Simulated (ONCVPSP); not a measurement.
## Cu: one change to an ONCV potential, before and after

copper (Cu), optimised norm-conserving Vanderbilt (ONCV), made with ONCVPSP 4.0.1 (PBE, scalar-relativistic). Core [Ne] 3s2, reference 3p6 3d9 4s2. Waves: 4s: rc 1.65 bohr, ncon 4, nbas 8, qcut 4.8 1/bohr, 2 projectors, debl 1.9 Ha; 3p: rc 0.90 bohr, ncon 4, nbas 8, qcut 13.8 1/bohr, 1 projector; 3d: rc 0.95 bohr, ncon 4, nbas 9, qcut 17.9 1/bohr, 2 projectors, debl 1.4 Ha. Local part: polynomial inside 0.90 bohr (lpopt 5, dvloc0 0 Ha). Core correction: none.

Change: d: rc 0.8; local potential polynomial inside 0.80 bohr (lpopt 5, dvloc0 0 Ha).

Cutoffs: the cutoffs (Ha) at which the residual kinetic energy of the hardest occupied pseudo-wave falls to 1 and 0.1 mHa per electron; they do not see the model core or the augmentation charge, which bear on the density cutoff. Errors are all-electron minus pseudo energies relative to the spin-unpolarised reference configuration.

Task: What does the change do?

Result: The potential gets harder (115 Ha and 131 Ha → 131 Ha and 147 Ha); both files keep a bound ghost (s); the errors of the 3 common tests hardly move. A smaller radius makes the pseudo-wave follow the all-electron one further in, where it bends more sharply, so more plane waves are needed.

| quantity | base | changed |
| --- | --- | --- |
| cutoff, loose | 115 Ha | 131 Ha |
| cutoff, tight | 131 Ha | 147 Ha |
| loose cutoff by channel | s 5.6 Ha, p 43 Ha, d 115 Ha | s 5.6 Ha, p 43 Ha, d 131 Ha |
| bound ghosts | s | s |
| GHOST(+) flags under 300 eV | none | none |
| tests with a reliable result | 3 of 4 | 3 of 4 |
| error for 3p6 3d10 4s1, meV [ΔE -1.97 eV] | -50 | -50 |
| error for 3p6 3d10 4s0, meV [ΔE 6.18 eV] | -108 | -109 |
| error for 3p6 3d9 4s0, meV [ΔE 27.51 eV] | -35 | -35 |
| s: phases at 1.68 bohr within 0.05 rad from the reference energy up to (Ha; the scan ends near 5) | to the end of the scan | to the end of the scan |
| p: phases at 0.91 bohr within 0.05 rad from the reference energy up to (Ha; the scan ends near 5) | to the end of the scan | to the end of the scan |

 A true bound ghost makes a file unfit for plane-wave use even where its test errors are small: the radial tests pick states by their node count and pass the ghost by.
